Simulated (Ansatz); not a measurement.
GenHm: binding per atom (eV) at several levels, gas phase, relaxed structures; Ansatz. Clusters are the lowest isomers that short searches found in that spin, judged at the geometry's level. Binding counts from free atoms in the multiplicity of their measured ground term, without zero-point energy. Singlets are spin-restricted. A dash marks a value that wasn't run or was left out as unsound. The structures are stationary points that may keep the symmetry of their start. Correlated methods freeze inner cores and use unrestricted references for open shells. Remarks come from the PBE and PBE0 runs and from stability tests at other levels; not every state was tested.

```tsv
species	state	geometry	PBE-D4/def2-SVP	PBE-D4/def2-TZVP	PBE0-D4/def2-SVP	PBE0-D4/def2-TZVP	PBE0-D4/def2-TZVPD	MP2/def2-TZVP	remarks
Ge3H	doublet	PBE0-D4/def2-SVP	2.46	2.47	2.33	2.35	2.36	2.29	–
Ge2H2	singlet	r2SCAN-D4/def2-TZVP	2.32	2.33	2.25	2.26	2.26	2.15	–
Ge2H3	doublet	r2SCAN-D4/def2-TZVP	2.26	2.27	2.23	2.24	2.24	2.10	–
Ge2H4	singlet	r2SCAN-D4/def2-TZVP	2.39	2.39	2.36	2.36	2.37	2.24	–
Ge5H3	doublet	PBE0-D4/def2-SVP	2.76	2.77	2.67	2.68	–	2.66	–
Ge4H5	doublet	r2SCAN-D4/def2-SVP	2.58	2.59	2.55	2.55	2.55	–	–
Ge4H6	singlet	PBE-D4/def2-SVP	2.66	2.67	2.63	2.64	2.64	2.57	restricted SCF unstable in HF
Ge6H8	singlet	PBE0-D4/def2-SVP	2.69	2.69	2.66	2.66	2.67	–	restricted SCF unstable in HF
```
